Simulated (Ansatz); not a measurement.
Calculated with Ansatz (gas phase, PBE0-D4/def2-TZVP geometries, no zero-point term in ΔE). CBS: MP2 limit from def2 TZ/QZ plus the TZ coupled-cluster correction, frozen cores. This one scheme is used for every species. DFT in def2-TZVPP. Triplets are unrestricted, without spin–orbit coupling.

`CC1[SiH2]C1=S` → `S=C1C[SiH2]1` + `[CH2]` (triplet)  (formal loss of a carbene)

```
          species  r2SCAN energy (Eh)
  `CC1[SiH2]C1=S`          -805.47670
   `S=C1C[SiH2]1`          -766.17040
`[CH2]` (triplet)           -39.14627
```

Q: Work out ΔE.

A: ΔE = (-766.17040) + (-39.14627) − (-805.47670) = 0.16003 Eh = +4.35 eV. CCSD(T)/CBS gives +4.58 eV.

Largest T1 diagnostic among the species: 0.017.

From BLYP to BHLYP (50 % exact exchange), in def2-TZVPP and without D4, ΔE moves by −0.08 eV. At CCSD(T), def2-SVP lies −0.15 eV from the extrapolated value and def2-TZVPP −0.12 eV. The D4 term adds +0.13 eV with B3LYP and +0.07 eV with PBE0; it sums over pairs of atoms, weighted by their polarisabilities, and B3LYP, whose exchange is more repulsive, gets the larger term.

B3LYP here is the variant with VWN-RPA as its local correlation; programs differ in this.
